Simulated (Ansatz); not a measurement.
C2H7AlN2Si, relaxed with RKS PBE-D4/def2-SVP in Ansatz from a rough embedded geometry. The force threshold is 0.03 eV/Å; the program also tests the step.

The species carries charge 0 and has multiplicity 1. The bonds changed during the relaxation, so this is another structure than the one it started from.

Start:

```xyz
13

C     1.203   -2.213    0.537
C     0.668   -0.991    0.597
N     0.244    0.173    1.480
Si    0.039    0.449   -0.106
N     1.250    1.531   -0.823
Al   -2.266    0.590   -0.748
H     1.483   -2.735    1.379
H     1.293   -2.611   -0.483
H     0.124    0.588    2.493
H     0.890    2.489   -0.557
H     1.156    1.442   -1.855
H    -3.007   -0.629   -1.442
H    -3.077    1.916   -0.473
```

```csv
step,energy (eV),largest force (eV/Å),largest move (Å)
1,-19617.5556,4.680,0.000
2,-19618.3639,2.699,0.197
3,-19618.7350,0.759,0.195
4,-19618.7771,0.670,0.200
5,-19618.8214,0.181,0.114
6,-19618.8584,0.129,0.200
7 (rejected),-19618.8503,1.137,0.196
8,-19618.8775,0.165,0.098
9,-19618.8972,0.290,0.099
10,-19618.9213,0.562,0.146
11,-19618.9399,0.692,0.200
12,-19618.9493,1.086,0.196
13,-19618.9868,0.764,0.200
14,-19619.0316,0.483,0.133
15,-19619.0589,0.780,0.196
16,-19619.1247,0.924,0.176
17,-19619.2629,0.749,0.195
18,-19619.4758,1.020,0.196
19,-19619.6691,0.917,0.180
20,-19619.8322,1.337,0.195
21,-19619.9479,0.537,0.171
22,-19619.9912,0.475,0.098
23,-19619.9921,0.714,0.131
24 (rejected),-19619.9286,0.735,0.200
25,-19620.0139,0.209,0.075
26,-19620.0149,0.153,0.055
27 (rejected),-19620.0122,0.117,0.086
28,-19620.0167,0.021,0.019
```

End:

```xyz
13

C     1.225   -1.788    0.546
C     0.327   -0.863    0.152
N    -0.755   -0.277    0.853
Si    0.003    0.482   -1.121
N     1.362    1.539   -1.157
Al   -2.299    0.415   -0.066
H     1.140   -2.306    1.517
H     2.067   -2.060   -0.107
H    -0.572   -0.063    1.844
H     1.322    2.488   -1.537
H     2.269    1.309   -0.740
H    -3.244   -0.616   -0.840
H    -2.846    1.738    0.656
```

Hardware: 4 threads of an Arm Neoverse V1 on a shared host. Wall time 49 s, peak host memory 0.18 GiB.
